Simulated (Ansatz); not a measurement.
Mulliken charges of Cl₂FGeH₄NSi (`F[SiH](Cl)[NH][GeH2][Cl]`) from PBE/def2-TZVPP in Ansatz (PBE0-D4/def2-TZVP geometry).

```
atom   x (Å)   y (Å)   z (Å)  charge (e)
  F1  -0.558  -2.112   1.681      -0.255
 Si2  -0.842  -0.650   1.123       0.589
 Cl3  -1.419   0.444   2.744      -0.208
  N4   0.532   0.021   0.392      -0.314
 Ge5   0.748   0.405  -1.382       0.365
 Cl6   0.161   2.446  -1.761      -0.290
  H7  -1.927  -0.743   0.134      -0.075
  H8   1.261   0.377   0.994       0.143
  H9  -0.189  -0.495  -2.186       0.024
 H10   2.232   0.308  -1.740       0.020
```

Problem. By hand: the dipole of these point charges (1 e Å = 4.8032 D).

Solution. Σ q r = (0.366, -0.401, -0.410) e Å, of length 0.680 e Å = 3.27 D.

Problem. How does the dipole of the full density compare? (An estimate is asked.)

Solution. Computed: (0.318, -0.127, -0.205) e Å, 1.92 D; the point charges give 1.70 times that, at 22° from its direction.

Point charges leave out the atoms' own dipoles, such as those of lone pairs, and Mulliken's split depends on the basis, so the two needn't agree.
